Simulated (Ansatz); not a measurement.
Total energies of (MoO3)4 (Mo4O12) from Ansatz at PBE0-D4/def2-TZVP, gas phase (1 Eh = 27.2114 eV = 2625.5 kJ/mol). The reference geometry is relaxed at PBE-D4/def2-SVP.

```json
{"state": "charge 0 singlet", "geometry": "reference", "energy (Eh)": "-1175.64116"}
{"state": "charge 1 doublet", "geometry": "reference", "energy (Eh)": "-1175.22008"}
{"state": "charge 1 doublet", "geometry": "relaxed at PBE-D4/def2-SVP", "energy (Eh)": "-1175.22068"}
{"state": "charge -1 doublet", "geometry": "reference", "energy (Eh)": "-1175.75861"}
{"state": "free O atom (triplet)", "geometry": "–", "energy (Eh)": "-75.01860"}
{"state": "free Mo atom (septet)", "geometry": "–", "energy (Eh)": "-68.10433"}
```

In the def2 sets Mo takes a core potential; there is no spin–orbit coupling. Single mean-field runs in def2-TZVP are fitted with def2-universal-jkfit.

Q: Work out the vertical ionisation energy to the doublet.

A: E(charge 1 doublet) − E(charge 0 singlet) = -1175.22008 − (-1175.64116) = 0.42108 Eh = 11.46 eV. For comparison, −ε of the highest occupied level is 10.11 eV at this level, 1.35 eV less.

Q: Work out the vertical electron affinity, to the doublet.

A: E(charge 0 singlet) − E(charge -1 doublet) = -1175.64116 − (-1175.75861) = 0.11745 Eh = 3.20 eV. The basis lacks diffuse functions, which makes affinities too small.

Q: Give the fundamental gap IE − EA, the Mulliken electronegativity (IE + EA)/2 and the hardness (IE − EA)/2.

A: From the values in Eh: IE − EA = 0.42108 − 0.11745 = 0.30363 Eh = 8.26 eV; (IE + EA)/2 = 7.33 eV; (IE − EA)/2 = 4.13 eV. The HOMO–LUMO gap of the same run is 5.61 eV, 2.65 eV smaller than the fundamental gap.

Q: How much does the charge 1 doublet relax, and what is the adiabatic ionisation energy?

A: Relaxation: -1175.22008 − (-1175.22068) = 0.00060 Eh = 0.02 eV. Adiabatic ionisation energy: 0.42048 Eh = 11.44 eV, without zero-point energy. 

Q: What is the binding energy per atom against free atoms?

A: Atoms: 12 × (-75.01860) + 4 × (-68.10433) = -1172.64052 Eh. Binding: -1172.64052 − (-1175.64116) = 3.00064 Eh = 81.65 eV, or 5.10 eV for each of 16 atoms (no zero-point energy, no counterpoise term).
